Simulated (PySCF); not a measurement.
**Potential energy of ICl⁺ along the bond**

Set-up: basis I cc-pVDZ-PP with ECP28, Cl cc-pV(D+d)Z; scalar-relativistic core potentials; PySCF 2.14. Energies in eV from I⁺ + Cl in their ground configurations at the same level. State: ²Π (doublet), unpaired electrons π ↑.

```tsv
R (Å)	revPBE	B97-3	PBE	UHF-CCSD
1.949	-0.850	-0.720	-1.149	
2.039	-1.812	-1.651	-2.097	-0.812
2.130	-2.355	-2.157	-2.626	-1.345
2.198	-2.566	-2.338	-2.828	-1.547
2.266	-2.658	-2.397	-2.911	-1.627
2.334	-2.660	-2.365	-2.905	-1.619
2.425	-2.565	-2.223	-2.800	-1.514
2.538	-2.348	-1.947	-2.570	-1.283
2.674	-2.015	-1.545	-2.222	-0.948
2.855	-1.538	-1.007	-1.727
```

Task: Put a parabola through the three lowest points of the revPBE curve and estimate Re, k and ωe (reduced mass 27.41 u; 1 eV/Å² = 0.16022 mdyn/Å; ωe = 1302.8·√(k/μ) cm⁻¹).

Result: Through R = 2.266, 2.334, 2.425 Å the second-order coefficient is 6.75 eV/Å², so Re ≈ 2.302 Å, k ≈ 2.16 mdyn/Å and ωe ≈ 366 cm⁻¹. A polynomial fit of higher order to the unrounded revPBE energies gives Re = 2.301 Å, k = 2.61 mdyn/Å, ωe = 402 cm⁻¹; anharmonicity and rounding make the difference.

The higher-order fit for each curve: revPBE: Re = 2.301 Å, ωe = 402 cm⁻¹, De = 2.67 eV; B97-3: Re = 2.273 Å, ωe = 433 cm⁻¹, De = 2.40 eV; PBE: Re = 2.294 Å, ωe = 408 cm⁻¹, De = 2.92 eV; UHF-CCSD: Re = 2.293 Å, ωe = 408 cm⁻¹, De = 1.63 eV.

Correlated steps freeze 9 core orbitals. Correlated levels converge slowly with the basis: in double zeta they bind strong bonds too weakly, by up to about 1 eV, and carry superposition errors of some tenths. Spin–orbit coupling is left out, which matters for elements this heavy, above all for dissociation energies. For an ion De counts to the pair picked by the measured ionisation energies or electron affinities, which need not be the lowest pair at this level. Counting both spins, an empty level lies below a filled one in some of these solutions, because spin and occupation are held. The state is the lowest determinant that a PBE0 search found; another state may lie lower at other levels.
